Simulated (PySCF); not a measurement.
# Ionisation energy of Ba⁴⁸⁺ by level of theory

Ba⁴⁸⁺ [He] 2s2 2p4 (3P) → Ba⁴⁹⁺ [He] 2s2 2p3 (4S), as a difference of total energies. Computed with PySCF 2.14 in an even-tempered Gaussian basis (19 s from 23 bohr⁻², ratio 2.2; 12 p from 29 bohr⁻², ratio 2.2; 6 d from 120 bohr⁻², ratio 2.4; 5 f from 180 bohr⁻², ratio 2.4; 4 g from 270 bohr⁻², ratio 2.4), with scalar relativity by spin-free X2C-1e. Correlated levels: nothing frozen; virtual orbitals above 40 to 60 times the deepest correlated orbital energy dropped. The calculations carry no spin-orbit coupling.

```csv
method,ionisation energy (eV)
UHF,8932.1
LDA,8927.0
PBE0,8934.7
r2SCAN,8936.8
r2SCANh,8936.5
BLYP,8936.1
SCS-MP2 (all electrons),8934.0
```

**Question.** Estimate what MP2 (all electrons) gives.

**Answer.** 8933.8 eV, closest to SCS-MP2 (all electrons) among the rows shown.

**Question.** Estimate what PBE gives.

**Answer.** 8935.0 eV, closest to PBE0 among the rows shown.

Spin-orbit coupling is strong in these open shells (close to jj coupling). The scalar numbers leave it out and a first-order estimate fails, so it can dominate the gap to the real levels.

For this ion Breit and QED terms and the two-electron picture change, all absent here, outweigh the differences among the correlated methods.

For comparison: 8831 ± 4 eV (theoretical estimate listed by NIST; NIST Atomic Spectra Database, ionization energies).
